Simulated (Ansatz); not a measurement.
C3H6BFO (`CB/C(F)=C\O`) at its PBE0-D4/def2-TZVP geometry, where that method's forces vanish. The species carries charge 0 and has multiplicity 1.

| atom | x (Å) | y (Å) | z (Å) |
| --- | --- | --- | --- |
| C1 | 0.8742 | 1.0355 | 1.6515 |
| B2 | 0.6551 | 0.3167 | 0.2880 |
| C3 | -0.6914 | -0.2555 | -0.1390 |
| F4 | -1.7614 | -0.1392 | 0.7034 |
| C5 | -0.9834 | -0.8905 | -1.2889 |
| O6 | -0.0790 | -1.1108 | -2.2533 |
| H7 | -0.0107 | 1.0965 | 2.2857 |
| H8 | 1.6747 | 0.5341 | 2.2092 |
| H9 | 1.2529 | 2.0500 | 1.4759 |
| H10 | 1.5595 | 0.1888 | -0.4861 |
| H11 | -1.9961 | -1.2501 | -1.4637 |
| H12 | -0.4943 | -1.5756 | -2.9828 |

Q: For each bond, give half the difference of the two atoms' forces along it (eV/Å; positive pushes the atoms apart) under PBE-D4, r2SCAN-D4, B3LYP-D4, ωB97M-V in def2-TZVPP. (An estimate is asked.)

A: Computed: 
```json
{"bond": "C1–B2", "length (Å)": "1.557", "PBE-D4": "-0.06", "r2SCAN-D4": "0.00", "B3LYP-D4": "0.09", "ωB97M-V": "0.11"}
{"bond": "C1–H7", "length (Å)": "1.090", "PBE-D4": "0.12", "r2SCAN-D4": "-0.02", "B3LYP-D4": "-0.03", "ωB97M-V": "-0.07"}
{"bond": "C1–H8", "length (Å)": "1.097", "PBE-D4": "0.14", "r2SCAN-D4": "0.00", "B3LYP-D4": "-0.04", "ωB97M-V": "-0.07"}
{"bond": "C1–H9", "length (Å)": "1.097", "PBE-D4": "0.14", "r2SCAN-D4": "0.00", "B3LYP-D4": "-0.04", "ωB97M-V": "-0.07"}
{"bond": "B2–C3", "length (Å)": "1.524", "PBE-D4": "-0.39", "r2SCAN-D4": "-0.24", "B3LYP-D4": "-0.11", "ωB97M-V": "0.08"}
{"bond": "B2–H10", "length (Å)": "1.197", "PBE-D4": "0.09", "r2SCAN-D4": "-0.01", "B3LYP-D4": "-0.13", "ωB97M-V": "-0.18"}
{"bond": "C3–F4", "length (Å)": "1.367", "PBE-D4": "0.48", "r2SCAN-D4": "0.35", "B3LYP-D4": "0.42", "ωB97M-V": "0.35"}
{"bond": "C3–C5", "length (Å)": "1.346", "PBE-D4": "0.43", "r2SCAN-D4": "0.18", "B3LYP-D4": "-0.11", "ωB97M-V": "-0.35"}
{"bond": "C5–O6", "length (Å)": "1.340", "PBE-D4": "0.25", "r2SCAN-D4": "0.24", "B3LYP-D4": "0.35", "ωB97M-V": "0.39"}
{"bond": "C5–H11", "length (Å)": "1.089", "PBE-D4": "-0.09", "r2SCAN-D4": "-0.18", "B3LYP-D4": "-0.18", "ωB97M-V": "-0.11"}
{"bond": "O6–H12", "length (Å)": "0.960", "PBE-D4": "0.36", "r2SCAN-D4": "0.00", "B3LYP-D4": "-0.07", "ωB97M-V": "-0.12"}
```

B3LYP here is the variant with VWN-RPA as its local correlation; programs differ in this.
